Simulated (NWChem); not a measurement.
# SiICl3; SMILES Cl[Si](Cl)(Cl)I

def2 effective core potentials on I; no spin-orbit coupling.

### Question
Give the equilibrium geometry at PBE0/def2-SVP with def2 effective core potentials on I (NWChem) as an XYZ file, with the point group.

### Answer
point group C3v; any orientation.
```
5

Cl    -1.7819     0.7095    -1.4843
Si     0.0000     0.0000    -0.7820
Cl     0.2765    -1.8979    -1.4843
Cl     1.5053     1.1884    -1.4843
I      0.0000     0.0000     1.6373
```
